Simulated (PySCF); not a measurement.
Species: C3H8FPSi2.
Cartesian coordinates in Å at the GFN2-xTB level; atoms count from 1:
```xyz
15
C3H8FPSi2 angstrom
C      3.141    0.830    0.862
C      2.055    0.232    0.122
C      1.159   -0.271   -0.510
Si    -0.269   -1.002   -1.418
F      0.020   -2.592   -1.535
Si    -2.262   -0.817   -0.256
P     -2.763    1.355   -0.016
H      4.088    0.389    0.553
H      3.169    1.903    0.673
H      3.003    0.661    1.930
H     -0.209   -0.568   -2.812
H     -2.242   -1.490    1.055
H     -3.421   -1.378   -0.970
H     -1.767    1.607    0.908
H     -3.707    1.150    0.968
```

Method used: PySCF, TDDFT B3LYP/def2-SVPD, vertical, gas phase, core orbitals frozen in the response.

Orbital energies (eV): HOMO-3 -8.61, HOMO-2 -7.93, HOMO-1 -7.62, HOMO -7.31, LUMO -1.27, LUMO+1 -0.45, LUMO+2 -0.11.

Computed singlets:

```tsv
state	E (eV)	f
S1	5.21	0.011
S2	5.23	0.011
S3	5.69	0.014
S4	6.04	0.0078
S5	6.14	0.0065
S6	6.34	0.012
S7	6.39	0.0099
S8	6.55	0.103
```

**Question.** Assign a leading configuration to S3, S4, S5 and S7 and set E beside the orbital difference Δε.

**Answer.** 

```tsv
state	leading configuration	weight	Δε (eV)	E (eV)	E − Δε (eV)	f	other configurations
S3	HOMO-2→LUMO	0.69	6.66	5.69	-0.97	0.014	H-1→L+1 (22%)
S4	HOMO→LUMO+1	0.81	6.85	6.04	-0.82	0.0078	H-2→L+1 (10%)
S5	HOMO-2→LUMO+1	0.68	7.48	6.14	-1.34	0.0065	H→L+1 (13%)
S7	HOMO→LUMO+2	0.63	7.19	6.39	-0.81	0.0099	H-3→L (24%)
```

E − Δε runs from -1.34 to -0.81 eV. By orbital difference alone the order would be S3, S4, S7, S5.

H and L stand for HOMO and LUMO. The other states: S1 5.21 eV, f 0.011, H→L (57%), H-1→L (39%); S2 5.23 eV, f 0.011, H-1→L (55%), H→L (42%); S6 6.34 eV, f 0.012, H-3→L (57%), H→L+4 (19%), H→L+2 (13%); S8 6.55 eV, f 0.103, H-1→L+1 (51%), H-1→L+2 (23%), H-2→L (9%).

Triplets, Tamm–Dancoff:

```
state  E (eV)  λ (nm)  main configurations (H = HOMO, L = LUMO)
   T1    4.78   259.3   H-2→L (50%), H-1→L (19%), H-1→L+1 (10%)
   T2    4.87   254.5       H-1→L (57%), H→L (20%), H-2→L (11%)
   T3    5.01   247.4                    H→L (73%), H-1→L (13%)
```

Summed over the main configurations (up to three a state, each over 8%) of all 8 singlets, the electron leaves HOMO with weight 2.88, HOMO-1 with weight 1.89, HOMO-2 with weight 1.56 and HOMO-3 with weight 0.81.

Time: 40 s of wall time (with the writing of density and orbital grids); peak memory 0.87 GiB. Hardware: one thread, Arm Neoverse V2 (aarch64), no GPU (shared host).

One conformer stands for the species.
